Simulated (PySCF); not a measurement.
## What settings do to a single point of [Eu(H2O)3]3+

The sound run of [Eu(H2O)3]3+ (singlet in the valence; each metal's 4f electrons, 6 of them, lie in its core potential, out of spins and levels) uses PySCF 2.14.0, RKS TPSS, Eu lcecp-1-SVP with ECP52, O def2-SVP, H def2-SVP; non-relativistic Hamiltonian with scalar-relativistic core potentials where named; density fitting; no spin-orbit coupling, grid (50, 194), threshold 1e-8 Eh and 55 cycles, at the relaxed geometry:

```xyz
10

Eu    0.0000    0.0000    0.0000
O     2.2995    0.0000    0.0000
H     2.9212    0.7657    0.1489
H     2.9212   -0.7658   -0.1489
O    -1.1497    1.9914    0.0000
H    -2.1237    2.1470    0.1489
H    -0.7974    2.9127   -0.1489
O    -1.1498   -1.9914    0.0000
H    -0.7975   -2.9127    0.1489
H    -2.1238   -2.1470   -0.1489
```

There Eu1 has a Mulliken charge of 1.91 e and the dipole about the centre of mass is 0.00 D. Each run below changes one thing and starts from free metal ions and neutral atoms unless it says otherwise; with 55 cycles, smearing, a level shift and second-order steps follow where DIIS fails, and their cycles count. Energy shifts count from the sound run. On f atoms grids over 110 angular points are at least (60, 302).

| change | outcome | cycles | energy shift (eV) | largest force component (eV/Å) | charge on Eu1 (e) | dipole about the centre of mass (D) |
| --- | --- | --- | --- | --- | --- | --- |
| grid (99, 590) | converged | 10 | 0.0012 | 0.01 | 1.91 | 0.00 |
| all coordinates × 1.12 | converged | 10 | 2.34 | 3.53 | 2.01 | 0.00 |
| start from the bare core Hamiltonian, limit 62 cycles | converged | 13 | 0.0000 | 0.01 | 1.91 | 0.00 |
| threshold 0.0001 | converged | 7 | 0.0000 | 0.01 | 1.91 | 0.00 |

(1) How does the run with this change end: spin (2S) set to 3, limit 80 cycles?

Forces carry noise of the integration grid, about 0.01 to 0.03 eV/Å.

No frequency check is given that shows the relaxed geometry to be a minimum. An lcecp potential fixes the number of 4f electrons, so in runs with it no electron can move into or out of that shell.

## Answers

(1) outcome refused.
